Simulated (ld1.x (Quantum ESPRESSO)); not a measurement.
**What one change does to a pseudopotential (Ba, TM)**

```
Element                 : Ba
Generator               : ld1.x (Quantum ESPRESSO) 7.5
Type                    : norm-conserving Troullier–Martins (Kleinman–Bylander form)
Functional              : BLYP
Relativity              : fully relativistic
Frozen core             : [Kr] 4d10
Valence charge          : 10
Reference configuration : 5s2 5p6 5d0 6s2 6p0
Partial waves           : 5s (bound): rc 2.55 bohr; 5p (bound): rc 2.95 bohr; 5d (bound, empty): rc 4.20 bohr
Local potential         : all-electron potential smoothed inside 2.40 bohr (lloc = -1)
Core correction         : none
```

Open shells are filled in proportion to 2j + 1 (rel_dist='average').

Occupied shells without a wave of their own: 6s. They enter only through the test configuration that unscreens the potential.

Change: functional PBE.

Cutoffs: the cutoffs (Ry, on a coarse ladder) from which the occupation-weighted sum of valence levels, in a spherical-Bessel basis at the reference potential, stays within 10 and 1 mRy of its value at 400 Ry; they do not see the model core or the augmentation charge, which bear on the density cutoff. Errors are all-electron minus pseudo energies relative to the spin-unpolarised reference configuration.

Q: What does the change do?

A: The potential gets neither clearly harder nor softer (15 Ry and 30 Ry → 15 Ry and 30 Ry); of the 7 tests that both files solve, the error grows in 7 and shrinks in 0 by more than 15 % and 0.3 meV (median size 315.4 → 376.3 meV); the range in which the d5/2 phases agree widens (upper end 0.9 → 3.5); neither file shows a bound ghost.

```csv
quantity,base,changed
"cutoff, loose",15 Ry,15 Ry
"cutoff, tight",30 Ry,30 Ry
bound ghosts,none,none
"largest miss of a reference level, eV",0.15,0.18
"error for 5s2 5p6 5d0 6s1 6p0, meV [ΔE 5.27 → 5.36 eV]",-216,-256
"error for 5s2 5p6 5d0 6s0 6p0, meV [ΔE 15.33 → 15.34 eV]",-611,-738
"error for 5s2 5p6 5d0 6s1.5 6p0, meV [ΔE 2.07 → 2.14 eV]",-90,-107
"error for 5s2 5p6 5d1 6s0 6p0, meV [ΔE 6.09 → 6.05 eV]",-366,-458
"error for 5s2 5p6 5d0 6s0 6p2, meV [ΔE 4.30 → 4.13 eV]",-315,-376
"error for 5s2 5p6 5d0.5 6s1.5 6p0, meV [ΔE 0.65 → 0.64 eV]",-67,-83
"error for 5s2 5p6 5d0 6s0 6p1, meV [ΔE 7.94 → 7.95 eV]",-425,-516
s: phases at 4.57 bohr within 0.05 rad from the reference energy up to (Ry; the scan ends near 5),-0.4,-0.5
p1/2: phases at 4.57 bohr within 0.05 rad from the reference energy up to (Ry; the scan ends near 5),-0.0,-0.0
p3/2: phases at 4.57 bohr within 0.05 rad from the reference energy up to (Ry; the scan ends near 5),0.0,-0.0
d3/2: phases at 4.57 bohr within 0.05 rad from the reference energy up to (Ry; the scan ends near 5),0.8,0.8
d5/2: phases at 4.57 bohr within 0.05 rad from the reference energy up to (Ry; the scan ends near 5),0.9,3.5
```

Base: The 6s level has no wave, so the channel is fitted at the deeper level alone: the likely source of the large errors. Changed file: The 6s level has no wave, so the channel is fitted at the deeper level alone: the likely source of the large errors.
